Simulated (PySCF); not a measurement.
A PySCF script (with the pyscf-properties extension) for the NMR shieldings of `B(/C(C=C)=C/C)O[SiH3]`, C$_{5}$H$_{11}$BOSi, on a GFN2-xTB geometry:

```python
import basis_set_exchange as bse
import numpy as np
from pyscf import gto, dft
from pyscf.prop import nmr

atoms = """
C     0.059317    1.729433    0.796106
C    -0.496822    0.528095    0.749638
C    -0.450588   -0.347406   -0.431865
B     0.942893   -0.673175   -1.085131
O     2.089326   -0.384050   -0.500684
Si    3.098095    0.109193    0.653106
C    -1.568598   -0.897268   -0.928997
C    -2.961370   -0.688929   -0.437553
H     0.551958    2.152787   -0.063314
H     0.022368    2.344113    1.679849
H    -1.001058    0.134264    1.625349
H     0.983106   -1.222096   -2.130616
H     4.254215   -0.780108    0.519739
H     2.506477   -0.013873    1.987063
H     3.420539    1.497710    0.329828
H    -1.486715   -1.551083   -1.788469
H    -2.992898   -0.021735    0.418649
H    -3.409589   -1.645279   -0.165883
H    -3.570460   -0.261342   -1.234276
"""
names = dict.fromkeys(["C", "B", "O", "Si", "H"], "pcSseg-1")
basis = {el: gto.basis.parse(bse.get_basis(n, elements=[el], fmt="nwchem")) for el, n in names.items()}
mol = gto.M(atom=atoms, basis=basis, charge=0, verbose=0)
mf = dft.RKS(mol, xc="PBE0")
mf.grids.level = 2
mf.grids.alignment = dft.numint.BLKSIZE   # the property module wants whole blocks of grid points
mf.conv_tol = 1e-9
mf.kernel()

calc = nmr.RKS(mf)   # GIAO
C = mf.mo_coeff
Co = C[:, mf.mo_occ > 0]
resp = mf.gen_response(singlet=True, hermi=2)
def vind(x):   # induced exchange potential for any number of trial vectors
    d = np.einsum("pi,xij,qj->xpq", C, 2 * x.reshape(-1, C.shape[1], Co.shape[1]), Co, optimize=True)
    return np.einsum("xpq,pi,qj->xij", resp(d - d.transpose(0, 2, 1)), C, Co, optimize=True).ravel()
mo1, _ = nmr.rhf.solve_mo1(calc, with_cphf=vind)
sigma = calc.kernel(mo1)
for i, s in enumerate(sigma):   # ppm
    w = np.linalg.eigvalsh((s + s.T) / 2)
    print("%2d %-2s iso %8.1f  s11 %8.1f  s22 %8.1f  s33 %8.1f" % (i, mol.atom_pure_symbol(i), w.mean(), *w))
```

Question: What does it print?

Answer: 
```
 0 C  iso     61.7  s11    -47.4  s22     68.5  s33    164.1
 1 C  iso     39.8  s11    -83.5  s22     44.5  s33    158.4
 2 C  iso     34.1  s11    -58.9  s22     12.9  s33    148.4
 3 B  iso     59.9  s11     30.9  s22     53.2  s33     95.6
 4 O  iso    188.0  s11     54.5  s22    114.5  s33    394.9
 5 Si iso    397.6  s11    360.0  s22    375.8  s33    456.9
 6 C  iso     24.9  s11    -95.3  s22     13.8  s33    156.2
 7 C  iso    166.4  s11    149.0  s22    169.1  s33    181.0
 8 H  iso     26.4  s11     22.2  s22     27.3  s33     29.8
 9 H  iso     26.1  s11     22.9  s22     26.5  s33     29.0
10 H  iso     24.6  s11     22.1  s22     23.8  s33     28.0
11 H  iso     26.5  s11     24.5  s22     27.1  s33     28.1
12 H  iso     26.5  s11     22.9  s22     25.1  s33     31.5
13 H  iso     26.3  s11     22.4  s22     26.7  s33     29.9
14 H  iso     26.6  s11     23.9  s22     25.1  s33     30.9
15 H  iso     25.0  s11     22.6  s22     23.9  s33     28.5
16 H  iso     29.3  s11     24.6  s22     30.4  s33     33.0
17 H  iso     29.9  s11     26.4  s22     27.2  s33     36.0
18 H  iso     29.7  s11     26.2  s22     27.3  s33     35.7
```

These numbers come from an equivalent density-fitted implementation of the same equations, which agrees with the script to about 0.01 ppm for H and up to a few tenths of a ppm for heavy atoms, so last digits may differ.

Size and cost of the density-fitted run: 198 basis functions, 41 s wall time on 1 thread of an Arm Neoverse V2, shared host; peak memory 0.88 GiB.
